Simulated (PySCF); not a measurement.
Species: C2H8AlClO.
Bonds: C1–O2, O2–C3, O2–Al4, Al4–Cl5. Hydrogens: H6, H7, H8 on C1; H9, H10, H11 on C3; H12, H13 on Al4.

Computed with PBE0-D3(BJ)/def2-SVP geometry optimisation, gas phase (PySCF).

How far are the bound atoms from Al4?

4 atoms: H13 1.590 Å, H12 1.591 Å, O2 1.977 Å, Cl5 2.156 Å. The nearest atom not counted as bound is H8, at 2.89 Å.

List the angles at Al4.

| angle | degrees | distance of the outer atoms (Å) |
| --- | --- | --- |
| H12–Al4–H13 | 123.3 | 2.80 |
| Cl5–Al4–H12 | 114.6 | 3.17 |
| Cl5–Al4–H13 | 114.5 | 3.17 |
| O2–Al4–H13 | 100.6 | 2.76 |
| O2–Al4–H12 | 100.6 | 2.76 |
| O2–Al4–Cl5 | 96.2 | 3.08 |

Describe the arrangement about Al4 in numbers.

Angles from 96.2° to 123.3°; τ4 = (360° − α − β)/141° = 0.87 with α and β the two widest (0 for a square, 1 for a tetrahedron).

What are the other bond lengths?

C1–O2, O2–C3 1.426 Å; C1–H6 and 5 like bonds 1.099 Å.

Give some angles away from the centre.

C1–O2–C3 114.1°, C1–O2–Al4 116.4°, C3–O2–Al4 116.7°.

What are the rotational constants (commonest isotopes, rigid rotor)?

A = 4185, B = 1882, C = 1780 MHz: a near-prolate asymmetric top.

Charge 0, singlet. No frequency check.

The run took 89 s on an Arm Neoverse V2 with one thread, no GPU, on a shared host, and the process peaked at 0.52 GiB of memory. These figures are those of the optimisation.

Shape of the structure used: `[CH3:1][O+:2]([CH3:3])[AlH2-:4][Cl:5]`: C1–O2–Al4–Cl5 68°.

One conformer stands for the species.
